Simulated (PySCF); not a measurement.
PySCF input:

```python
from pyscf import gto, scf, dft

mol = gto.M(
    atom='''
    Te   -0.00000000   -0.00000000   -0.55241785
    Cl    0.00000000    0.00000000    1.68974872
    ''',
    basis='def2-tzvpd',
    ecp='def2-tzvp',
    charge=1,
    spin=0,
    verbose=4,
)

mf = dft.RKS(mol, xc='m06l').density_fit(auxbasis='def2-universal-jkfit')
mf.grids.level = 4
mf.conv_tol = 1e-9
mf.max_cycle = 100
mf.max_memory = 1500
mf.kernel()
if not mf.converged:
    mf = mf.newton()
    mf.kernel(mf.make_rdm1())
mf.analyze()
```

Task: What final total energy does it print?

Result: -728.05013 Eh (M06-L/def2-TZVPD).

This is an excited singlet: at this geometry the triplet lies 1.00 eV lower at CCSD(T)/CBS(def2-TZVPPD,def2-QZVPPD).
